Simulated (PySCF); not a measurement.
C2H5S (SMILES CC[S-]), charge -1, singlet, geometry from GFN2-xTB; DF-CAMB3LYP/6-31G* in PySCF.

Here is a job for PySCF.
```python
from pyscf import gto, scf, dft

mol = gto.Mole()
mol.atom = '''
    C     1.478516    0.680608   -0.016308
    C    -0.042451    0.783498    0.002695
    S    -0.840178   -0.838090    0.008016
    H    -0.360887    1.341652    0.896628
    H    -0.382751    1.346578   -0.880024
    H     1.949448    1.670861   -0.019357
    H     1.821177    0.130413    0.859526
    H     1.799483    0.135301   -0.903345
'''
mol.basis = '6-31g*'
mol.charge = -1
mol.spin = 0
mol.verbose = 4
mol.build()

mf = dft.RKS(mol)
mf.xc = 'camb3lyp'
mf = mf.density_fit(auxbasis='def2-universal-jkfit')
mf.kernel()
```

It wrote (shortened):

```
PySCF version 2.14.0

[INPUT] verbose = 4
[INPUT] num. atoms = 8
[INPUT] num. electrons = 34
[INPUT] charge = -1
[INPUT] spin (= nelec alpha-beta = 2S) = 0
[INPUT] symmetry False subgroup None
[INPUT] Mole.unit = angstrom
[INPUT] Symbol           X                Y                Z      unit          X                Y                Z       unit  Magmom
[INPUT]  1 C      1.478516000000   0.680608000000  -0.016308000000 AA    2.793990310787   1.286162718188  -0.030817653639 Bohr   0.0
[INPUT]  2 C     -0.042451000000   0.783498000000   0.002695000000 AA   -0.080220763714   1.480596639144   0.005092811906 Bohr   0.0
[INPUT]  3 S     -0.840178000000  -0.838090000000   0.008016000000 AA   -1.587706315885  -1.583760567737   0.015148044615 Bohr   0.0
[INPUT]  4 H     -0.360887000000   1.341652000000   0.896628000000 AA   -0.681977591916   2.535354834475   1.694381355617 Bohr   0.0
[INPUT]  5 H     -0.382751000000   1.346578000000  -0.880024000000 AA   -0.723294563903   2.544663625365  -1.663004343044 Bohr   0.0
[INPUT]  6 H      1.949448000000   1.670861000000  -0.019357000000 AA    3.683922814081   3.157469682217  -0.036579428593 Bohr   0.0
[INPUT]  7 H      1.821177000000   0.130413000000   0.859526000000 AA    3.441525754357   0.246444853083   1.624268736943 Bohr   0.0
[INPUT]  8 H      1.799483000000   0.135301000000  -0.903345000000 AA    3.400530035811   0.255681834380  -1.707074645995 Bohr   0.0

nuclear repulsion = 98.1913136062133
number of shells = 30
number of NR pGTOs = 125
number of NR cGTOs = 56
basis = 6-31g*
ecp = {}

******** <class 'pyscf.df.df_jk.DFRKS'> ********
method = DFRKS
initial guess = minao
damping factor = 0
level_shift factor = 0
DIIS = <class 'pyscf.scf.diis.CDIIS'>
diis_start_cycle = 1
diis_space = 8
diis_damp = 0
SCF conv_tol = 1e-09
SCF conv_tol_grad = None
SCF max_cycles = 50
direct_scf = False
XC library pyscf.dft.libxc version 7.1.2
    S. Lehtola, C. Steigemann, M. J. T. Oliveira, and M. A. L. Marques,  SoftwareX 7, 1–5 (2018)
XC functionals = camb3lyp
    T. Yanai, D. P. Tew, and N. C. Handy,  Chem. Phys. Lett. 393, 51 (2004)
radial grids:
    Treutler-Ahlrichs [JCP 102, 346 (1995); DOI:10.1063/1.469408] (M4) radial grids

becke partition: Becke, JCP 88, 2547 (1988); DOI:10.1063/1.454033
pruning grids: <function nwchem_prune>
grids dens level: 3
symmetrized grids: False
atomic radii adjust function: <function treutler_atomic_radii_adjust>
small_rho_cutoff = 0
Set gradient conv threshold to 3.16228e-05
Initial guess from minao.
tot grids = 96160
******** <class 'pyscf.df.df.DF'> ********
auxbasis = def2-universal-jkfit
Create RSH-DF object <pyscf.df.df.DF object> for omega=0.33
******** <class 'pyscf.df.df.DF'> ********
auxbasis = auxmol.basis = def2-universal-jkfit
init E= -477.363021249848
  HOMO = -0.276045776534009  LUMO = 0.0276308838685475  gap/eV = 8.26346
cycle= 1 E= -477.28280518031  delta_E= 0.0802  |g|= 0.443  |ddm|= 2.41
  HOMO = 0.0989568246035927  LUMO = 0.326921225516693  gap/eV = 6.20323
cycle= 2 E= -477.323234245524  delta_E= -0.0404  |g|= 0.338  |ddm|= 1.56
  HOMO = -0.00321775542644196  LUMO = 0.31876263118599  gap/eV = 8.76153
cycle= 3 E= -477.359900484028  delta_E= -0.0367  |g|= 0.0177  |ddm|= 0.638
  HOMO = -0.00823478461381643  LUMO = 0.318827904397109  gap/eV = 8.89983
cycle= 4 E= -477.36000427947  delta_E= -0.000104  |g|= 0.0107  |ddm|= 0.0435
  HOMO = -0.00852099086841229  LUMO = 0.319461651357993  gap/eV = 8.92486
cycle= 5 E= -477.360032773378  delta_E= -2.85e-05  |g|= 0.00321  |ddm|= 0.016
  HOMO = -0.00855277613889545  LUMO = 0.319243557875657  gap/eV = 8.91979
cycle= 6 E= -477.360036122819  delta_E= -3.35e-06  |g|= 0.000739  |ddm|= 0.00596
  HOMO = -0.00853184437012536  LUMO = 0.319297907308608  gap/eV = 8.92070
cycle= 7 E= -477.360036348919  delta_E= -2.26e-07  |g|= 0.000125  |ddm|= 0.00245
  HOMO = -0.00851598358857336  LUMO = 0.319295787161163  gap/eV = 8.92021
cycle= 8 E= -477.360036356119  delta_E= -7.2e-09  |g|= 6.91e-05  |ddm|= 0.000524
  HOMO = -0.00852241489116026  LUMO = 0.319300070402545  gap/eV = 8.92050
cycle= 9 E= -477.360036357615  delta_E= -1.5e-09  |g|= 6.1e-06  |ddm|= 0.000157
  HOMO = -0.00852169727731907  LUMO = 0.31929992592319  gap/eV = 8.92048
cycle= 10 E= -477.360036357639  delta_E= -2.44e-11  |g|= 1.05e-06  |ddm|= 3.21e-05
  HOMO = -0.00852170229701672  LUMO = 0.319299943844406  gap/eV = 8.92048
Extra cycle  E= -477.360036357641  delta_E= -1.48e-12  |g|= 3.73e-07  |ddm|= 5.73e-06
converged SCF energy = -477.360036357641
```
